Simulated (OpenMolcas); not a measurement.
# GeH2ClF (SMILES [F][GeH2][Cl]): methods side by side

GeH2ClF: 5 atoms, total charge 0, spin state singlet. SMILES: `[F][GeH2][Cl]`. The shape is that of a PBE0-D4/def2-TZVP optimisation.

Quantity: the vertical ionisation energy (to the doublet cation), in eV. The values are calculated.

```csv
level,kind,program,value (eV),CPU time (all runs)
HF/aug-cc-pVDZ,Hartree–Fock,OpenMolcas,11.10,49 s
BLYP/aug-cc-pVDZ,GGA,OpenMolcas,11.08,2.6 min
PBE/aug-cc-pVDZ,GGA,OpenMolcas,11.20,2.4 min
revPBE/aug-cc-pVDZ,GGA,OpenMolcas,11.16,2.7 min
M06-L/aug-cc-pVDZ,meta-GGA,OpenMolcas,11.47,3 min
B3LYP/aug-cc-pVDZ,global hybrid,OpenMolcas,11.60,1.7 min
BHLYP/aug-cc-pVDZ,global hybrid,OpenMolcas,11.81,97 s
PBE0/aug-cc-pVDZ,global hybrid,OpenMolcas,11.64,2.1 min
```

All-electron rows without a relativistic Hamiltonian named are non-relativistic. The values span 11.08 to 11.81 eV. CPU times are rough (shared hosts, several kinds of processor): they show what a rung costs within a factor of a few.
